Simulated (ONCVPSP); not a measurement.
# An all-electron radial function and its pseudo partner (Ir)

Columns: radius, all-electron u(r) and pseudo u(r) of the 5s shell (level -98.30 eV) of iridium in the configuration [Kr] 4d10 4f14 5s2 5p6 5d7 6s2; LDA (Perdew-Zunger), scalar-relativistic, ONCV scheme, ONCVPSP 4.0.1.

```json
{"r (bohr)": "0.105", "all-electron": "0.2727", "pseudo": "0.2117"}
{"r (bohr)": "0.210", "all-electron": "0.0380", "pseudo": "0.4145"}
{"r (bohr)": "0.315", "all-electron": "-0.6467", "pseudo": "0.5997"}
{"r (bohr)": "0.420", "all-electron": "-0.4466", "pseudo": "0.7592"}
{"r (bohr)": "0.525", "all-electron": "0.1560", "pseudo": "0.8862"}
{"r (bohr)": "0.630", "all-electron": "0.7079", "pseudo": "0.9758"}
{"r (bohr)": "0.735", "all-electron": "1.0535", "pseudo": "1.0250"}
{"r (bohr)": "0.840", "all-electron": "1.1984", "pseudo": "1.0341"}
{"r (bohr)": "0.945", "all-electron": "1.1975", "pseudo": "1.0060"}
{"r (bohr)": "1.050", "all-electron": "1.1092", "pseudo": "0.9463"}
{"r (bohr)": "1.155", "all-electron": "0.9779", "pseudo": "0.8624"}
{"r (bohr)": "1.260", "all-electron": "0.8334", "pseudo": "0.7629"}
{"r (bohr)": "1.365", "all-electron": "0.6932", "pseudo": "0.6563"}
{"r (bohr)": "1.470", "all-electron": "0.5662", "pseudo": "0.5503"}
{"r (bohr)": "1.575", "all-electron": "0.4562", "pseudo": "0.4510"}
{"r (bohr)": "1.680", "all-electron": "0.3637", "pseudo": "0.3626"}
{"r (bohr)": "1.785", "all-electron": "0.2875", "pseudo": "0.2874"}
{"r (bohr)": "1.890", "all-electron": "0.2258", "pseudo": "0.2258"}
{"r (bohr)": "1.995", "all-electron": "0.1764", "pseudo": "0.1764"}
{"r (bohr)": "2.100", "all-electron": "0.1372", "pseudo": "0.1372"}
{"r (bohr)": "2.205", "all-electron": "0.1063", "pseudo": "0.1063"}
{"r (bohr)": "2.310", "all-electron": "0.0822", "pseudo": "0.0821"}
{"r (bohr)": "2.415", "all-electron": "0.0633", "pseudo": "0.0633"}
{"r (bohr)": "2.520", "all-electron": "0.0487", "pseudo": "0.0487"}
{"r (bohr)": "2.625", "all-electron": "0.0374", "pseudo": "0.0374"}
{"r (bohr)": "2.730", "all-electron": "0.0287", "pseudo": "0.0286"}
```

(1) How many radial nodes do the two functions have?

(2) At about which radius was the pseudo-wave matched?

(3) Is the pseudo-wave norm-conserving?

Answers

(1) The all-electron 5s function has n − l − 1 = 4 (the table is too coarse to show those close to the nucleus); the pseudo-wave has 0, since the states of the same l below it are removed with the core.

(2) 1.85 bohr, where the columns begin to agree (steps of 0.10 bohr).

(3) Yes: the ONCV scheme keeps the norm inside the radius equal to the all-electron one, which fixes the energy derivative of the logarithmic derivative at the level.
